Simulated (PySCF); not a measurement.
Si(H)(Me)(OH)(OMe) (C₂H₈O₂Si), SMILES C[SiH](O)OC. Atoms are numbered in the order given.

```xyz
13

Si     0.2564     0.3415    -0.3402
C      1.9791    -0.2712    -0.6838
O      0.3627     1.4696     0.9041
O     -0.6433    -1.0091     0.0972
C     -2.0252    -0.9643     0.3761
H     -0.4247     0.9863    -1.5256
H      1.9658    -1.0718    -1.4494
H      2.6284     0.5520    -1.0420
H      2.4230    -0.6852     0.2438
H     -0.4014     2.0626     0.9982
H     -2.2469    -0.3967     1.3104
H     -2.4001    -1.9997     0.5153
H     -2.6129    -0.5001    -0.4522
```
Charge 0, spin multiplicity 1.

Geometry: PBE-D3(BJ)/def2-SVP. Other conformers were not sampled.

Computed with CAM-B3LYP/def2-TZVP in PySCF.

The molecule is in vacuum.

```json
{
 "total_energy": "-521.08459 hartree",
 "highest_occupied_level": "-9.57 eV",
 "lowest_empty_level": "1.43 eV",
 "orbital_gap": "11.01 eV",
 "dipole_moment": "1.69 D",
 "quadrupole, principal values (traceless, Buckingham form, about the centre of nuclear charge)": "-5.55, -1.45, 7.00 D·Å",
 "mean_static_polarisability": "56.6 bohr³ (8.38 Å³)",
 "polarisability_principal_values": "51.8, 53.9, 64.1 bohr³"
}
```
